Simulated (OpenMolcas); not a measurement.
**Sn I: effect of the IPEA shift**

```json
{
  "Program": "OpenMolcas 26.06",
  "Basis": "ANO-RCC-VTZP [7s6p4d2f1g]",
  "Scalar Hamiltonian": "DKH2, point nucleus",
  "Active space": "4 electrons in 4 orbitals (5s 5p)",
  "State averaging": "2S+1 = 3 even, 6 roots (3 in the spin-orbit step); 2S+1 = 1 even, 6 roots kept (CI in the orbitals of an earlier block); 2S+1 = 5 odd, 1 root; 2S+1 = 3 odd, 5 roots kept (CI in the orbitals of an earlier block)",
  "Spin-orbit coupling": "RASSI with atomic mean-field integrals over the reference wave functions, term energies averaged over their components"
}
```

Methods on the same reference wave functions:
A. CASSCF
B. SS-CASPT2, IPEA 0 Eh, imaginary shift 0.1 Eh (closed shells correlated: 4d)
C. SS-CASPT2, IPEA 0.25 Eh, imaginary shift 0.1 Eh (closed shells correlated: 4d)

Energies in cm-1 above 5s2 5p2 3P0, the measured ground level; measured values from NIST Handbook of Basic Atomic Spectroscopic Data.

```json
{"Level": "5s2 5p2 3P0", "A": "0.0", "B": "0.0", "C": "0.0", "Measured": "0.0"}
{"Level": "5s2 5p2 3P1", "A": "1503", "B": "1495", "C": "1503", "Measured": "1692"}
{"Level": "5s2 5p2 3P2", "A": "3238", "B": "3150", "C": "3110", "Measured": "3428"}
{"Level": "5s2 5p2 1D2", "A": "10686", "B": "9070", "C": "8500", "Measured": "8613"}
{"Level": "5s2 5p2 1S0", "A": "17775", "B": "18060", "C": "17780", "Measured": "17162"}
{"Level": "5s 5p3 5S* 2", "A": "27939", "B": "38600", "C": "37880", "Measured": "39626"}
```

Deviations, from unrounded energies. A percentage is the sum of absolute deviations over the sum of measured energies, with the sign that they share, or ± where signs differ.

```json
{"Against measurement": "mean absolute deviation (cm-1)", "Levels": "5", "A": "3000", "B": "570", "C": "600"}
{"Against measurement": "fine structure of the ground term (%)", "Levels": "2", "A": "-7.4", "B": "-9.3", "C": "-9.8"}
{"Against measurement": "other terms of the ground configuration (%)", "Levels": "2", "A": "+10.4", "B": "+5.2", "C": "±2.8"}
{"Against measurement": "other configurations (%)", "Levels": "1", "A": "-29.5", "B": "-2.6", "C": "-4.4"}
```

B, C lie about equally close to measurement and A furthest from it. The largest miss of B in the table is 5s 5p3 5S* 2, by -1000 cm-1. The ranking rests on the paired levels alone, and a cruder setting can come out closer through cancelling errors.

Between B and C the level of the table that moves most is 5s 5p3 5S* 2, by 720 cm-1 (lowest in C, highest in B). Moves below CASPT2's spread within the term are not significant.

The mean deviations of B to C differ by less than CASPT2's widest spread within a term (140 cm-1), so their order carries little weight.

From A to B the spin-free energies of the other terms of 5s2 5p2 shown, above 3P, scale by factors of 0.79 to 1.02.

The lowest spin-free term lies below A's lowest term by 0.474 hartree in B, 0.464 hartree in C.

CASPT2 breaks the degeneracy within a term, and the mean is taken; among the terms shown or strongly mixed into the levels shown the widest spread is 140 cm-1 (5s2 5p2 1D, C). Over all roots computed the reference weight is 0.80 to 0.92 in B, 0.85 to 0.93 in C; the roots of lowest weight are the least certain, and an intruder state may touch them. Some high roots are left out of the spin-orbit mixing, which shifts the levels that they would mix with. Terms from blocks run as CI alone lack orbitals of their own. Terms of s pⁿ other than that of highest spin mix with s² pⁿ⁻² d, which this space lacks; all of them can be thousands of cm-1 off, and some have no real level of that name. Computed and measured levels are paired by configuration, term and J; levels that our copy of the source lacks, or whose pairing is in doubt (as where it misses far off the trend of its configuration), stay unpaired and out of the deviations. Levels of configurations outside the active space are missing. Levels that lie high or do not pair safely by name in every column are left out.

* marks odd parity.
